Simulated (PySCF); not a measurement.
C3H8NO, SMILES C[NH+](C)C=O, charge +1.

The structure is a stationary point at ωB97X-D3(BJ)/def2-SVP. The isomer is the one that the SMILES or the coordinates give; other isomers of the formula were not compared. Other conformers were not sampled.

The numbers are results of r2SCAN/def2-TZVP (PySCF), not measurements.

Isolated molecule, no solvent.

* **total energy**: -248.78529 hartree
* **highest occupied level**: -12.95 eV
* **lowest empty level**: -7.69 eV
* **orbital gap**: 5.26 eV
* **dipole moment about the centre of nuclear charge**: 4.04 D
* **mean static polarisability**: 43.6 bohr³ (6.45 Å³)
* **polarisability, principal values**: 36.2, 45.4, 49.1 bohr³
